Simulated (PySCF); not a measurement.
Gas-phase thermal properties of Sn(OH)₂

Energies from PySCF (xtb for GFN2), thermal terms from the rigid-rotor harmonic-oscillator model, ideal gas at 1 bar. All species are closed-shell singlets. Sn: scalar-relativistic def2 core potential, no spin-orbit coupling. Sn(OH)₂: computed as isolated molecules; such fragments, hydroxides, amides, oligomers or adducts are transient or little studied in the gas. The harmonic model lacks anharmonicity and excited electronic states, which grow with temperature; levels with a mode under 35 cm⁻¹ are left out. Internal rotation in Sn(OH)₂ is treated as a harmonic vibration of one conformer, which makes the entropy rough.

```tsv
level	point group	σ	ZPE (kJ/mol)	S°298 (J/mol/K)	Cp298 (J/mol/K)	S°1000 (J/mol/K)	H1000 − H298 (kJ/mol)
GFN2-xTB	C2v	2	59.3	305.6	77.6	409.9	61.4
PBE/def2-SVP	C2v	2	64.2	296.4	71.1	396.7	59.5
PBE0/def2-TZVP	C2v	2	66.9	294.8	70.5	394.6	59.2
```
σ: rotational symmetry number. Electronic degeneracy used: 1. Frequencies are unscaled.
